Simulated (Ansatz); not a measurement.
Job for Ansatz (an electronic-structure program): R-RI-MP2/cc-pV(Q+d)Z on H2 (SMILES [H][H]). The basis file is the Basis Set Exchange's JSON of that set.

Ansatz 0.2 input:
```yaml
crystal:
  periodic: [false, false, false]
  atoms:
    - {symbol: H, position_ang: [0.00000000, 0.00000000, 0.37198582]}
    - {symbol: H, position_ang: [-0.00000000, -0.00000000, -0.37198582]}
basis:
  gaussian:
    orbitals: cc-pV_Q+d_Z.json
    fitting: {mean_field: def2-universal-JKFIT, correlation: cc-pVQZ-RIFIT.json}
magnetization: {spin_polarized: false}
correlation: {method: mp2, electrons: outside_noble_gas}
scf: {lower_state_search: off}
```

Predict the final total energy.

-1.1665 hartree.
